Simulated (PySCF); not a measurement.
**Two-component Hartree-Fock for Ta(4+) (tantalum, charge +4)**

Start: [Xe] 4f14 5d1; 5d3/2 filled at m_j = +3/2. Calculated with PySCF 2.14 in x2c-SVPall-2c: generalised Hartree-Fock with the X2C-1e Hamiltonian and a Gaussian nucleus; one run each with spin-orbit coupling (SO) switched off, then screened by Boettger's factors.

| spinor shell | electrons | ε, spin-free (eV) | ε, screened SO (eV) | weight of nominal j (screened SO) | rms radius, screened SO (bohr) |
| --- | --- | --- | --- | --- | --- |
| 1s1/2 | 2 | -67816.2 | -67796.3 | 1.000 | 0.0211 |
| 2s1/2 | 2 | -11828.4 | -11822.0 | 1.000 | 0.0853 |
| 2p1/2 | 2 | -10374.2 | -11280.5 | 1.000 | 0.0726 |
| 2p3/2 | 4 | -10374.2 | -10003.9 | 1.000 | 0.0799 |
| 3s1/2 | 2 | -2805.0 | -2802.7 | 1.000 | 0.218 |
| 3p1/2 | 2 | -2364.9 | -2562.2 | 1.000 | 0.210 |
| 3p3/2 | 4 | -2364.9 | -2282.5 | 1.000 | 0.225 |
| 3d3/2 | 4 | -1845.7 | -1880.7 | 1.000 | 0.199 |
| 3d5/2 | 6 | -1845.7 | -1820.3 | 1.000 | 0.203 |
| 4s1/2 | 2 | -638.66 | -637.85 | 1.000 | 0.488 |
| 4p1/2 | 2 | -491.63 | -537.30 | 1.000 | 0.497 |
| 4p3/2 | 4 | -491.63 | -472.26 | 1.000 | 0.530 |
| 4d3/2 | 4 | -299.62 | -306.57 | 1.000 | 0.557 |
| 4d5/2 | 6 | -299.62 | -294.16 | 1.000 | 0.569 |
| 5s1/2 | 2 | -129.70 | -129.47 | 1.000 | 1.18 |
| 5p1/2 | 2 | -89.782 | -96.542 | 0.998 | 1.36 |
| 5p3/2 | 4 | -89.782 | -86.690 | 0.958 | 1.37 |
| 4f5/2 | 6 | -84.478 | -85.166 | 0.972 | 0.722 |
| 4f7/2 | 8 | -84.478 | -83.161 | 0.998 | 0.698 |
| 5d3/2 | 1 | -47.407 | -47.930 | 1.000 | 1.88 |

```
   quantity     spin-free   screened SO
E (hartree)  -15589.34783  -15606.63219
        M_J           3/2           3/2
       ⟨J²⟩         4.522         3.752
       ⟨L²⟩         6.005         6.095
       ⟨S²⟩         0.751         0.843
```

Each row is a mean over spinors that exchange with the open shell spreads, by up to 3.316 eV (5p1/2).

Breit and QED terms are absent; they matter most for the inner s and p1/2 levels.

Densities and radii are taken from the X2C orbitals without a picture-change correction, which distorts them close to the nucleus.

Without spin-orbit coupling the j labels of p, d and f shells carry no meaning; the spin-free column gives the mean over the occupied spinors of each nl shell, and its ⟨J²⟩ belongs to a mixture of degenerate components.
